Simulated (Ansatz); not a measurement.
Cu3F4, relaxed as a doublet with UKS r2SCAN-D4/def2-SVP in Ansatz, starting from the GFN1-xTB geometry. Force threshold 0.02 eV/Å.

The structure comes from a short search, and lower isomers may exist.

Start:

```xyz
7

Cu   -1.461   -0.086    0.886
Cu    0.489   -1.194   -0.003
Cu    0.124    1.229   -0.368
F    -1.713    1.333   -0.378
F     1.092   -1.259   -1.599
F    -0.338   -1.455    1.621
F     1.807    1.431   -0.160
```

```tsv
step	energy (eV)	largest force component (eV/Å)	SCF passes
1	-144760.7931	0.615	30
2	-144760.9548	0.369	36
3	-144761.0739	0.312	35
4	-144761.2323	0.339	38
5	-144761.3466	0.265	38
6	-144761.3880	0.315	41
7	-144761.3907	0.334	46
8	-144761.4042	0.059	35
9	-144761.4055	0.019	34
```

Force components are those of the run's own axes.

End:

```xyz
7

Cu   -1.326   -0.078    0.804
Cu    0.908   -0.993    0.216
Cu    0.140    1.054   -0.852
F    -1.742    1.255   -0.435
F     0.639   -0.707   -1.646
F    -0.307   -1.376    1.677
F     1.688    0.844    0.236
```

Bonds formed: Cu2–F7, Cu3–F5 (atoms count from 1).

No frequencies were taken in this run, so the end may be a saddle point.

Hardware: 4 threads of Arm Neoverse V2 on a shared host. Wall time 74 s.
